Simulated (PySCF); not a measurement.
Spectra and structures to be paired. Theory: TDDFT PBE0/def2-SVPD, vertical, gas phase, core orbitals frozen in the response in PySCF. Geometries: GFN2-xTB; one conformer of each isolated species. Triplets are in the Tamm–Dancoff approximation.

A. `CC(=O)C#CC(C)=O`
B. `C=C(CC)CO`
C. `O(C(=O)C)C=C1C=C1`
D. `C=C[P@@](=O)(O)C[SiH3]`
E. `O=C(O)C#CC1CC1`

Lowest singlet levels (six at most, fewer where fewer were computed) with oscillator strengths:

1. 255 nm (f 0.000); 221 nm (f 0.252); 217 nm (f 0.000); 193 nm (f 0.002); 172 nm (f 0.077); 166 nm (f 0.010); T1 4.24 eV
2. 211 nm (f 0.001); 194 nm (f 0.007); 173 nm (f 0.058); 170 nm (f 0.025); 167 nm (f 0.249); 164 nm (f 0.018); T1 4.35 eV
3. 295 nm (f 0.011); 233 nm (f 0.135); 215 nm (f 0.004); 214 nm (f 0.003); 213 nm (f 0.017); 201 nm (f 0.003); T1 3.20 eV
4. 316 nm (f 0.001); 311 nm (f 0.000); 249 nm (f 0.000); 239 nm (f 0.001 summed over 2 states); 232 nm (f 0.018); T1 3.35 eV
5. 186 nm (f 0.027); 182 nm (f 0.103); 174 nm (f 0.057); 168 nm (f 0.058); 168 nm (f 0.112); 162 nm (f 0.011); T1 4.39 eV

Task: Match each spectrum to its molecule.

Result: 1 = E, 2 = D, 3 = C, 4 = A, 5 = B.
- A: S1 at 3.93 eV, HOMO→LUMO (74%), HOMO-1→LUMO+1 (24%); Löwdin shares by element: HOMO oxygen 67%, carbon 12% or more (atoms not listed hold the other 22%); LUMO carbon 61% or more (atoms not listed hold the other 39%); HOMO -8.15 and LUMO -2.32 eV.
- B: S1 at 6.67 eV, HOMO→LUMO+1 (83%), HOMO→LUMO (12%); Löwdin shares by element: HOMO carbon 72% or more, oxygen 6% (atoms not listed hold the other 23%); LUMO carbon 62% or more, hydrogen 6% or more (atoms not listed hold the other 31%); HOMO -7.25 and LUMO 0.26 eV.
- C: S1 at 4.20 eV, HOMO→LUMO (99%); Löwdin shares by element: HOMO carbon 66% or more, oxygen 13% or more (atoms not listed hold the other 21%); LUMO carbon 85% or more, hydrogen 7% or more; HOMO -6.04 and LUMO -0.68 eV.
- D: S1 at 5.87 eV, HOMO→LUMO (94%); Löwdin shares by element: HOMO oxygen 52% or more, carbon 21% or more, phosphorus 13%; LUMO carbon 67% or more, phosphorus 7%, hydrogen 6% or more (atoms not listed hold the other 20%); HOMO -8.07 and LUMO -0.85 eV.
- E: S1 at 4.86 eV, HOMO-1→LUMO (95%); Löwdin shares by element: HOMO carbon 66% or more, oxygen 8% or more (atoms not listed hold the other 26%); LUMO carbon 58% or more, oxygen 20% or more (atoms not listed hold the other 22%); HOMO -7.80 and LUMO -1.18 eV; point group Cs, 2 of its 6 listed states under f = 0.0005.
